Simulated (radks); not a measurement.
The numbers below are computed, except where a source is named.
Question: Radial electron density D(r) = 4 pi r^2 rho(r) of an atom or ion with 55 electrons. Code: a radial shooting solver on a logarithmic mesh with Libxc functionals. Model: scalar-relativistic Kohn-Sham, LDA (Slater exchange, Perdew-Wang correlation), spin-polarised, spherical densities, finite nucleus; Fermi nuclear charge, rms radius of each element as measured or else 0.836 A^(1/3) + 0.57 fm.

r (bohr)  D(r) (e/bohr)  spin D(r)
0.004409          23.35   0.000611
0.006023          34.63   0.000877
0.008294          48.52    0.00115
0.01133           61.81    0.00130
0.0156            70.64    0.00112
0.02132           70.78   0.000495
0.02912           64.85  -0.000292
0.04011           63.98  -0.000270
0.05479           77.48    0.00133
0.07546           92.87    0.00286
0.1031            85.29    0.00119
0.1408            68.16  -0.000174
0.1939            74.78    0.00443
0.2649            74.86    0.00381
0.3649            40.95   0.000641
0.4985            27.19     0.0114
0.681             31.14    0.00331
0.9378            18.66    0.00769
1.281             8.462     0.0363
1.764             5.826    0.00269
2.41              3.067     0.0120
3.293            0.9441      0.144
4.535            0.3214      0.233
6.195            0.1706      0.167
8.532           0.05090     0.0509
11.66          0.005838    0.00584
15.92         0.0002016   0.000202

What is the nuclear charge?

Answer: Z = 55. The innermost maximum, from 1s, lies near gamma/Z bohr with gamma = sqrt(1 - (Z/c)^2) = 0.916, here 0.0167 bohr (found: 0.0183), and its height grows with Z. The density is that of neutral caesium in [Xe] 6s1; the configuration itself is not fixed sharply by these data, and Z only to a few units. D(r) has 4 maxima, at r = 0.0183, 0.0804, 0.229, 0.649 bohr, and minima at 0.0353, 0.151, 0.475 bohr, inside which lie 1.97, 11.16, 28.92 electrons.
